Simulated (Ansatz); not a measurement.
`F[BH][GeH3]`. Charge 0, multiplicity 1.

Z-matrix (Å, degrees):
```
Ge
B 1 2.082
H 1 1.539 2 110.6
H 1 1.537 2 111.8 3 -120.9
H 1 1.540 2 110.3 3 118.7
F 2 1.319 1 118.7 3 -56.9
H 2 1.201 1 124.8 3 123.3
```

(1) List the harmonic frequencies (cm⁻¹, unscaled) at PBE0-D4/def2-TZVP in Ansatz. (Best estimate.)

(2) Is this a minimum?

Results:

(1) The calculation gave: 58i, 222, 379, 460, 606, 800, 803, 880, 894, 1108, 1317, 2140, 2143, 2156, 2590.

(2) No: 1 imaginary mode, so it is a saddle point.
